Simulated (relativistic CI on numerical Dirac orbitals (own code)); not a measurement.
**d4 in a ligand field**

Computed with a parametric ligand-field model of a d^n configuration (Racah B and C, spin-orbit zeta, crystal field), exact diagonalisation.

Field parameters in Wybourne normalisation: Oh B⁴₀ = 21Dq, B⁴₄ = √(5/14) B⁴₀. The field is a parameter set, without covalency.

(1) Ground term and bands for B = 300, C = 1280, ζ = 0 cm⁻¹, Oh, 10Dq = 1500 cm⁻¹?

(2) Ground term and bands for B = 300, C = 1280, ζ = 0 cm⁻¹, Oh, 10Dq = 11700 cm⁻¹?

(3) Ground term and bands for B = 300, C = 1280, ζ = 0 cm⁻¹, Oh, 10Dq = 6300 cm⁻¹?

(4) Ground term and bands for B = 300, C = 1280, ζ = 0 cm⁻¹, Oh, 10Dq = 10500 cm⁻¹?

(5) Ground term and bands for B = 300, C = 1280, ζ = 0 cm⁻¹, Oh, 10Dq = 900 cm⁻¹?

Answers

(1) Ground term 5E with 1.00 electrons in the two orbitals of the cubic e set. Spin-allowed: 5T2 1500 cm⁻¹. Lowest spin-forbidden: 3T1 5606 cm⁻¹ (1784 nm), 3E 6496 cm⁻¹ (1539 nm), 3T1 6934 cm⁻¹ (1442 nm).

(2) Ground term 3T1 with 0.02 electrons in the two orbitals of the cubic e set. Spin-allowed: 3E 10523 cm⁻¹ (950 nm), 3T1 10847 cm⁻¹ (922 nm), 3T2 11190 cm⁻¹ (894 nm), 3A1 11696 cm⁻¹ (855 nm). Lowest spin-forbidden: 1T2 3741 cm⁻¹ (2673 nm), 5E 3876 cm⁻¹ (2580 nm), 1E 4155 cm⁻¹ (2407 nm).

(3) Ground term 5E with 1.00 electrons in the two orbitals of the cubic e set. Spin-allowed: 5T2 6300 cm⁻¹ (1587 nm). Lowest spin-forbidden: 3T1 1332 cm⁻¹, 1T2 4877 cm⁻¹ (2050 nm), 1E 5291 cm⁻¹ (1890 nm).

(4) Ground term 3T1 with 0.03 electrons in the two orbitals of the cubic e set. Spin-allowed: 3E 9349 cm⁻¹ (1070 nm), 3T1 9675 cm⁻¹ (1034 nm), 3T2 10013 cm⁻¹ (999 nm), 3A1 10526 cm⁻¹ (950 nm). Lowest spin-forbidden: 5E 2706 cm⁻¹, 1T2 3705 cm⁻¹ (2699 nm), 1E 4128 cm⁻¹ (2422 nm).

(5) Ground term 5E with 1.00 electrons in the two orbitals of the cubic e set. Spin-allowed: 5T2 900 cm⁻¹. Lowest spin-forbidden: 3T1 6018 cm⁻¹ (1662 nm), 3E 6448 cm⁻¹ (1551 nm), 3T2 6857 cm⁻¹ (1458 nm).
